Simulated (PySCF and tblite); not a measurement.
The numbers below are computed, except where a source is named.
C₅H₁₀Cl₂Si, numbered as in [Cl:1][C@H:2]1[CH2:3][CH2:4][Si@@H:5]([Cl:6])[CH2:7][CH2:8]1.

Geometries GFN2-xTB; weights from B3LYP-D3(BJ)/pcSseg-1 (IEF-PCM, dimethylsulfoxide) energies and GFN2-xTB thermal corrections, with symmetry numbers and mirror pairs. Conformers within 2.5 kcal/mol (GFN2-xTB free energy) were kept, 5 at most. GIAO shieldings: B3LYP/pcSseg-1 (IEF-PCM, dimethylsulfoxide). Shifts are against TMS (¹H), TMS (¹³C), TMS (²⁹Si) at the same level. (PySCF 2.14, tblite 0.8.)

The 6-ring runs over atoms 2–3–4–5–7–8.

| conformer | shape | symmetry | E(GFN2) kcal/mol | E(DFT) kcal/mol |
| --- | --- | --- | --- | --- |
| 1 | 6-ring chair (Cl6 axial) | Cs | 0.31 | 0.00 |
| 2 | 6-ring chair (Cl1 axial) | Cs | 0.00 | 0.07 |

Q: How much do the weights at 298.15 K and the averaged shift of H2 depend on how the conformers are weighted?

A: 
```json
{"weighting": "DFT energy with thermal terms, symmetry and mirror images (full scheme)", "1 (%)": "54", "2 (%)": "46", "δ (ppm)": "4.24", "rms dipole (D)": "3.50"}
{"weighting": "DFT energy with symmetry and mirror images", "1 (%)": "53", "2 (%)": "47", "δ (ppm)": "4.26", "rms dipole (D)": "3.51"}
{"weighting": "bare DFT energy", "1 (%)": "53", "2 (%)": "47", "δ (ppm)": "4.26", "rms dipole (D)": "3.51"}
{"weighting": "GFN2-xTB energy with symmetry and mirror images", "1 (%)": "37", "2 (%)": "63", "δ (ppm)": "4.37", "rms dipole (D)": "3.64"}
{"weighting": "GFN2-xTB free energy", "1 (%)": "39", "2 (%)": "61", "δ (ppm)": "4.36", "rms dipole (D)": "3.62"}
{"weighting": "leading conformer alone", "1 (%)": "100", "2 (%)": "0", "δ (ppm)": "3.90", "rms dipole (D)": "3.10"}
{"weighting": "equal weights", "1 (%)": "50", "2 (%)": "50", "δ (ppm)": "4.28", "rms dipole (D)": "3.54"}
```

The largest departure from the full scheme, 0.34 ppm, comes with: leading conformer alone.


Conformer gaps in pcSseg-1 on xTB geometries can be 2 kcal/mol off for S=O, P=O and other polar bonds.